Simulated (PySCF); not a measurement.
Input file for PySCF: R-BP86/6-31G* on H4S2 (a complex), monomers drawn apart or pushed together.

```python
from pyscf import gto, scf, dft, mp
from pyscf.data.elements import chemcore

mol = gto.M(
    atom='''
    S    -0.53155275   -0.17018157   -0.04665556
    H     0.13573610    0.98160321   -0.22418310
    H     0.51172388   -0.91038140   -0.45542563
    S     1.24177280   -0.47569675    4.03102909
    H     0.58796067   -0.38397578    2.85640332
    H     0.16123205   -0.95352236    4.66818068
    ''',
    basis='6-31g*',
    cart=True,
    charge=0, spin=0, verbose=3, max_memory=1800)
mf = dft.RKS(mol, xc='b88,p86')
mf.conv_tol = 1e-8
mf.max_cycle = 100
mf.kernel()
if not mf.converged:
    mf = mf.newton().run(mf.mo_coeff, mf.mo_occ)
```

Output:

```
converged SCF energy = -798.817627954533
```

The run converged.

Cost: about 2.4 core-seconds (a rough figure).
